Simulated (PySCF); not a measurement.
## Does the structure fit the spectrum?

A compound C₅H₆F₅P gives the data below (simulated from a calculation) and was assigned the structure `CC/C=P\C(F)(F)C(F)(F)F`.

$^{13}$C{$^{1}$H} NMR (computed): δ 230.9 (C), 129.3 (C), 128.6 (C), 34.6 (CH3), 29.7 (CH3).

$^{1}$H NMR (400 MHz, computed): δ 2.99 (m, 3H), 2.64 (m, 3H).

Theoretical values (PySCF 2.14.0 with density-fitted response routines): σ from GIAO-PBE0/pcSseg-1, structure optimised with GFN2-xTB. Averaged over atoms made equivalent by symmetry, fast rotation or ring inversion, single conformer, non-relativistic, in vacuum.

Scale: TMS for $^{1}$H (σ = 31.72 ppm), $^{13}$C (σ = 186.93 ppm) (reference shieldings calculated alike).

Problem. Compare with the shifts computed for the proposed structure, pairing carbons in order of shift.

Solution. Mapped SMILES: `[CH3:1][CH2:2]/[CH:3]=[P:4]\[C:5]([F:6])([F:7])[C:8]([F:9])([F:10])[F:11]`. Hydrogens are named by the atom that carries them.

```
atom  computed for proposal  given list  difference
  C3                  217.4       230.9       -13.5
  C8                  129.1       129.3        -0.2
  C5                  128.0       128.6        -0.6
  C2                   34.7        34.6        +0.1
  C1                   17.1        29.7       -12.6
```

The rms difference is 8.3 ppm and the largest -13.5 ppm at C3 (carbon double-bonded to a heavier main-group atom). The carbon types in order of shift don't match either: CH, C, C, CH2, CH3 for the proposal against C, C, C, CH3, CH3 in the data. The proposal doesn't fit.

Problem. Which isomer fits?

Solution. SMILES FC(C(P=C(C)C)(F)F)(F)F.

δC 230.9: carbon double-bonded to a heavier main-group atom. δC 129.3: CF3 carbon; 3 electronegative neighbours deshield it. δC 128.6: fully substituted sp3 carbon bonded to 2 F and P; 2 electronegative neighbours deshield it. δC 34.6, 29.7: methyl carbon; aliphatic region, no heteroatom directly attached.

This is the structure that produced the data.

Splittings by $^{19}$F and $^{31}$P in the carbon and heteronuclear signals aren't shown, as no couplings were computed. Shifts are as computed. Against solution values, carbons near 30 ppm lie about +3 ppm off and those near 130 ppm about +5 ppm. Of 1211 compounds with measured shifts, 218 miss one by over three times the rms of a fit or turn the order of signals round; such compounds aren't used in these exercises. Multiplicities follow the n + 1 count of equivalent neighbours, as no J values were calculated; m marks all less simple cases, F and P coupling included.
